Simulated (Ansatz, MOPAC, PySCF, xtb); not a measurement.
Breaking a bond: AsH, triplet.

- ROCCSDT(Q) = CCSDT(Q)/B on ROHF/def2-TZVP, cores with 3d frozen run with Ansatz (an electronic-structure program)
- PM3, unrestricted, heats of formation (MOPAC)
- GFN1-xTB (xtb)
- UHF/6-31G* = unrestricted Hartree-Fock/6-31G*, spherical d (PySCF)

Energies are in eV, each relative to the lowest point of its own curve near equilibrium.

| R / Å | ROCCSDT(Q) | PM3 | GFN1-xTB | UHF/6-31G* |
|---|---|---|---|---|
| 1.17 | 2.154 | 1.185 | 2.022 | 2.140 |
| 1.21 | 1.587 | 0.908 | 1.403 | 1.566 |
| 1.31 | 0.640 | 0.402 | ? | 0.609 |
| 1.36 | 0.357 | 0.231 | 0.250 | 0.327 |
| 1.44 | ? | 0.056 | 0.052 | 0.073 |
| 1.46 | ? | 0.031 | 0.028 | ? |
| 1.53 | 0.000 | 0.000 | 0.000 | 0.000 |
| 1.59 | 0.021 | 0.043 | 0.031 | 0.040 |
| 1.62 | 0.050 | 0.087 | 0.061 | 0.079 |
| 1.66 | 0.105 | 0.168 | 0.114 | 0.149 |
| 1.74 | 0.255 | 0.394 | 0.257 | 0.332 |
| 1.92 | 0.703 | 1.084 | 0.723 | 0.844 |
| 2.08 | 1.136 | 1.673 | 1.216 | 1.221 |
| 2.31 | 1.695 | 2.262 | 1.914 | 1.524 |
| 2.53 | 2.099 | 2.635 | 2.533 | 1.663 |
| 2.74 | — | 2.873 | 3.060 | 1.730 |
| 3.07 | — | 3.078 | 3.737 | ? |
| 3.38 | — | 3.154 | 4.199 | 1.795 |
| 3.79 | — | 3.183 | 4.578 | 1.804 |
| 4.12 | — | 3.187 | ? | 1.807 |
| 4.59 | — | 3.187 | — | 1.809 |
| 5.33 | — | 3.186 | — | 1.810 |
| 6.16 | — | 3.108 | — | 1.810 |

What belongs in the gaps?


- 1.31, GFN1-xTB: 0.488
- 1.44, ROCCSDT(Q): 0.094
- 1.46, ROCCSDT(Q): 0.057
- 1.46, UHF/6-31G*: 0.041
- 3.07, UHF/6-31G*: 1.777
- 4.12, GFN1-xTB: 4.732

Dashes: no converged value, or the column stops at the first point that the program doubted or that broke a chosen test of continuity, which isn't proof of a fault.

The T1 diagnostic of CCSD on the restricted reference of ROCCSDT(Q) exceeds 0.045 at 2.31 to 2.74 Å. The unrestricted determinant behind UHF/6-31G* is spin-contaminated at 1.92 to 6.16 Å (<S²> up to 3.0, against 2.00 for a pure triplet).
